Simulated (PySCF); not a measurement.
# C2H7BF2Si2: core ionisation energies

C2H7BF2Si2.
Geometry (PBE0-D3(BJ)/def2-SVP, Å), atoms numbered from 1 in this order:
```
atom  x, y, z in Å
F1     3.4372    0.0345   -0.6530
B2     2.2317    0.4272   -0.2870
F3     2.0756    1.7293   -0.1165
Si4    0.6585   -0.8264   -0.0190
C5    -0.4274   -0.2258    1.4301
Si6   -1.4898    0.6768    0.1334
C7    -0.7291   -0.3813   -1.2559
H8     1.0937   -2.2575    0.0080
H9    -0.9823   -1.0681    1.8767
H10    0.0337    0.3565    2.2398
H11   -2.9731    0.5797    0.3035
H12   -1.1095    2.1157    0.0053
H13   -0.4709    0.0915   -2.2134
H14   -1.3547   -1.2665   -1.4611
```

Theory: PySCF, delta-SCF UKS SCAN, pcX-2 on the ionised atom, pcseg-1 elsewhere, spin-free X2C. These are vertical core ionisation energies against the vacuum level, from separate self-consistent calculations with and without the core hole.

Give the core binding energies atom by atom.

```tsv
atom(s)	environment	level	binding energy (eV)	2p1/2 (eV)	above the level's lowest (eV)	count
F1/F3	boron-bound fluorine	F 1s	693.38	–	0.00	2
B2	three-coordinate boron	B 1s	199.00	–	0.00	1
Si4	SiH silicon	Si 2p3/2	106.50	107.12	0.00	1
Si4	SiH silicon	Si 1s	1846.25	–	0.00	1
C5/C7	sp3 carbon bound to silicon	C 1s	289.69	–	0.00	2
Si6	SiH2 silicon	Si 2p3/2	106.58	107.20	+0.08	1
Si6	SiH2 silicon	Si 1s	1846.38	–	+0.13	1
```

The 2 Si 1s values lie within 0.13 eV of each other; Gaussian lines of 0.5 eV full width would blend them into one maximum.

The 2 Si 2p3/2 values lie within 0.08 eV of each other.

Give the binding energy of Si 1s of Si6 in hartree and in kJ/mol.

1846.38 eV = 67.8532 Eh = 178149 kJ/mol.

One atom of each set of topologically equivalent atoms was ionised and stands for the set; in this conformer not all members are related by symmetry, and their own values weren't computed. The unrestricted hole states depart most from a pure doublet (⟨S²⟩ = 0.75; over 0.85 named) for B 1s of B2 (0.85), which makes this value less certain. Spin–orbit and ligand-field terms were added within each 2p shell after the spin-free SCF. 2p1/2 minus 2p3/2 (ligand field included): Si 0.62 eV. Isolated species at its PBE0-D3(BJ)/def2-SVP geometry (one conformer only).
